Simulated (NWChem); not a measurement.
# C₂H₂FI; SMILES C=C(F)I

Program: NWChem. The geometry was optimised at PBE0/def2-SVP. def2 effective core potentials on I; no spin-orbit coupling.

For level Hartree-Fock/def2-SVP:

* **highest occupied level (eV)**: -9.72
* **orbital gap (eV)**: 12.43
* **dipole (D)**: 1.51

Question: What are these values for level B97-D/def2-SVP?

Answer: 
| Property | Result |
|---|---|
| highest occupied level (eV) | -6.01 |
| orbital gap (eV) | 4.21 |
| dipole (D) | 1.00 |
